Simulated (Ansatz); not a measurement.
`F[SiH2]CC[SiH3]` + H₂ → `CC[SiH3]` + `F[SiH3]` at 600 K and 1 bar (hydrogenolysis of a C–Si bond).

Gas-phase electronic energies from Ansatz, PBE0-D4/def2-TZVP geometries. CCSD(T)/CBS is the MP2 limit (def2-TZVPP, def2-QZVPP) plus CCSD(T) − MP2 in def2-TZVPP, frozen cores. This one scheme is used for every species. Each species was taken in one conformer, which may not be the lowest.

```csv
species,CCSD(T)/CBS energy (Eh),H − E (kJ/mol),S (J/(mol·K))
`F[SiH2]CC[SiH3]`,-759.53495,338.6,492.0
H₂,-1.17544,43.9,150.8
`CC[SiH3]`,-369.99568,287.7,377.1
`F[SiH3]`,-390.72345,101.0,280.0
```

H − E and S are ideal-gas, rigid-rotor, harmonic terms from PBE0-D4/def2-TZVP, for one conformer and one mirror image of each species. The MP2-based limit puts H₂ 0.8 mEh under its directly extrapolated value; such offsets cancel only in part. 1 Eh = 2625.50 kJ/mol, R = 8.31446 J/(mol·K).

Question: By hand: ΔE, ΔH, ΔS and ΔG.

Answer: ΔE = (-369.99568) + (-390.72345) − (-759.53495) − (-1.17544) = -0.00874 Eh = -22.9 kJ/mol. Δ(H − E) = 287.7 + 101.0 − 338.6 − 43.9 = 6.2, so ΔH = -16.7 kJ/mol. ΔS = 377.1 + 280.0 − 492.0 − 150.8 = 14.3 J/(mol·K). ΔG = -16.7 − 600 × (14.3)/1000 = -25.3 kJ/mol.

Question: By hand: the equilibrium constant, and the temperature at which ΔG would vanish if ΔH and ΔS stayed fixed.

Answer: log₁₀ K = −ΔG/(RT ln 10) = 2.2. ΔH and −TΔS have one sign here, so there is no such temperature.

TΔS isn't small against ΔH here. A doubt of 5 kJ/mol in ΔE shifts log₁₀ K by 0.4 here. Other conformers and mirror images would add mixing entropy, several J/(mol·K) or more a flexible species. Modes under 60 cm⁻¹, often nearly free rotors, make the harmonic entropy too high. These are equilibria of isolated gas molecules and say nothing of rates. Largest T1 diagnostic: 0.011 (customary marks: 0.02 for closed shells, 0.045 for open ones).
